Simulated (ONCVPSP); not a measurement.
**Cd (Z = 48): ONCV pseudisation with PBEsol, fully relativistic reference atom.**

Cd, optimised norm-conserving Vanderbilt (ONCV), made with ONCVPSP 4.0.1 (PBEsol, fully relativistic). Core [Ar] 3d10, reference 4s2 4p6 4d10 5s1.5 5p0.5. Waves: 4s+5s: rc 1.20 bohr, ncon 4, nbas 7, qcut 9 1/bohr, 2 projectors; 4p+5p: rc 1.55 bohr, ncon 3, nbas 7, qcut 8 1/bohr, 2 projectors; 4d: rc 1.80 bohr, ncon 5, nbas 10, qcut 7.2 1/bohr, 2 projectors, debl 3.6 Ha. Local part: polynomial inside 0.95 bohr (lpopt 5, dvloc0 3 Ha). Core correction: Teter function fitted to the true core (icmod 2), fcfact 0.5.

Open shells are filled in proportion to 2j + 1.

All-electron outer shells of the reference configuration (PBEsol, scalar-relativistic, ld1.x):

```tsv
shell	level (eV)	outermost node (bohr)	outermost maximum (bohr)
3p	-602.00	0.14	0.32
3d	-394.66	–	0.27
4s	-106.85	0.43	0.79
4p	-67.94	0.43	0.84
4d	-12.74	0.42	0.98
5s	-6.38	1.06	2.32
5p	-1.64	1.19	3.21
```

**Question.** Estimate the cutoffs (Ha) at which the residual kinetic energy of the hardest occupied pseudo-wave falls to 1 and 0.1 mHa per electron.

**Answer.** 35 Ha and 68 Ha.

**Question.** What does a ghost test show?

**Answer.** No bound ghost flagged; GHOST(+) flagged for s at 324.0 eV.

Its largest configuration-test error is +0.8 meV (4s2 4p6 4d10 5s0 5p2). 1 of 4 tests not solved or not reliable.
